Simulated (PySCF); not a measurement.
This script is equivalent to a calculation on Mn (manganese, neutral).

```python
from pyscf import gto, scf, dft, mp, cc
import basis_set_exchange as bse
mol = gto.M(atom="Mn 0 0 0", charge=0, spin=5, symmetry="D2h",
            basis=gto.basis.parse(bse.get_basis("x2c-SVPall", elements=["Mn"], fmt="nwchem", header=False)),
            nucmod="G")
mf = scf.UHF(mol).sfx2c1e()
mf.irrep_nelec = {'Ag': (6, 4), 'B1g': (1, 0), 'B2g': (1, 0), 'B3g': (1, 0), 'B1u': (2, 2), 'B2u': (2, 2), 'B3u': (2, 2)}
mf.kernel()
```

(1) What total energy does it give?

(2) Which occupied shell lies highest, and where?

(3) What is ⟨S²⟩, and what would a pure spin state give?

Results:

(1) -1157.19092 hartree (calculated).

(2) 4s β, at -6.186 eV.

(3) 8.773, against 8.75.
